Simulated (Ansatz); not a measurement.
Born–Oppenheimer molecular dynamics of Cl3H4NOTi (10 atoms, charge 0, multiplicity 1). It starts at the highest image of a converged band. Of that band: The profile has 2 maxima (images 3, 6) with wells between them (image 5): this band takes more than one step, which may be the mechanism or a detour left from its start path. A vibrational analysis at the climbing image gives one clearly imaginary mode, 89i cm⁻¹: a first-order saddle point.

Level of theory: RKS LDA/def2-SVP (Ansatz).

| Item | Value |
| --- | --- |
| ensemble | NVE (velocity Verlet) |
| time step | 0.5 fs |
| steps asked | 200 |
| starting velocities drawn for | 300 K |
| seed | 5800 |

First frame:

```xyz
10
Properties=species:S:1:pos:R:3
Ti 0.270 -0.434 -0.182
Cl -1.231 -1.308 2.158
Cl 1.710 -0.234 -1.783
Cl -0.592 1.543 0.100
N -0.922 -1.630 -0.875
H -1.543 -2.119 -0.213
H -1.118 -1.822 -1.865
O 1.280 -1.080 1.233
H 2.249 -1.108 1.343
H 0.175 -1.376 2.043
```

Problem. How far do the bonds stretch over the last three quarters of this one trajectory? (Pairs bonded in most of those frames.)

Solution. 
| bond | mean (Å) | spread (Å) | shortest | longest |
| --- | --- | --- | --- | --- |
| Ti1–Cl2 | 2.917 | 0.029 | 2.86 | 2.95 |
| Ti1–Cl3 | 2.159 | 0.023 | 2.13 | 2.19 |
| Ti1–Cl4 | 2.179 | 0.017 | 2.15 | 2.21 |
| Ti1–N5 | 1.828 | 0.015 | 1.81 | 1.85 |
| Ti1–O8 | 1.863 | 0.025 | 1.82 | 1.90 |
| Ti1–H10 | 2.339 | 0.032 | 2.30 | 2.42 |
| Cl2–H10 | 1.416 | 0.026 | 1.37 | 1.47 |
| N5–H6 | 1.032 | 0.009 | 1.02 | 1.05 |
| N5–H7 | 1.028 | 0.011 | 1.01 | 1.05 |
| O8–H9 | 0.980 | 0.014 | 0.96 | 1.00 |

Pairs bonded in part of these frames only: Ti1–H10 91 %.

Mean temperature of the second half: 119 K. The conserved energy stayed within 0.063 meV per atom of its start (net change 0.052 meV per atom), so the integration is sound. A run of 0.1 ps of so small a system gives no equilibrium averages. The orbitals stay closed-shell, which can raise the energy where a bond breaks towards radicals; this wasn't checked here.

Run time: 4.1 min on 4 threads of Arm Neoverse V2 (shared host), peak memory 0.22 GiB.
